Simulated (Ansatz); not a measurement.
Isomers of LiAlO2 (singlet), relaxed with r2SCAN-D4/def2-TZVP; total energies from Ansatz at PBE0-D4/def2-TZVP.

```
isomer                                                description  energy (Eh)
     A  point group C∞v; 2 × Al–O 1.61 to 1.65 Å; 1 × Li–O 1.65 Å   -400.26987
     B          point group C2v; 2 × Al–O 1.64 Å; 2 × Li–O 2.01 Å   -400.24378
```

The isomers come from a short search, and lower ones may exist.

Task: Work out the relative energies (1 Eh = 2625.5 kJ/mol) and the Boltzmann populations at 1200 K from electronic energies alone (R = 8.314 J/mol/K).

Result: ΔE: A 0.0, B 68.5 kJ/mol. RT = 9.98 kJ/mol. Factors exp(−ΔE/RT): A 1, B 0.00105; sum 1.001. Populations: A 99.9 %, B 0.1 %. Zero-point energy, vibrational entropy and symmetry numbers are left out and can shift these; an error of 4 kJ/mol changes a ratio by a factor of 1.5. Over the other density-functional and correlated levels in def2 sets, the gap between A and B ranges from 58 to 83 kJ/mol.
